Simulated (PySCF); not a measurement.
CH₆O₃Si₂, SMILES O=CO[SiH2]O[SiH3].

The structure is a stationary point at B3LYP-D3(BJ)/def2-SVP. This is a generated structure with no PubChem entry under its InChIKey; it may be hypothetical. Other conformers were not sampled.

Two levels are set side by side: TDA-PBE/def2-SVPD (PySCF) and TDA-CAM-B3LYP/def2-SVPD (PySCF). Vertical, same geometry. The lowest singlet is HOMO→LUMO 100 % with PBE and HOMO→LUMO 95 % with the other functional; states are paired by order. Differences are taken from unrounded values.

```csv
quantity,TDA-CAM-B3LYP,TDA-PBE,TDA-PBE minus TDA-CAM-B3LYP
lowest singlet excitation (eV),5.76,5.52,-0.24
lowest triplet excitation (TDA) (eV),5.18,4.95,-0.23
```

A lower first singlet is the usual sign of a functional without exact exchange. Differences between two approximate levels are no errors against the true value.

Rough cost on one machine, each run with all the roots and properties that it gave: TDA-CAM-B3LYP against TDA-PBE about 5 times.
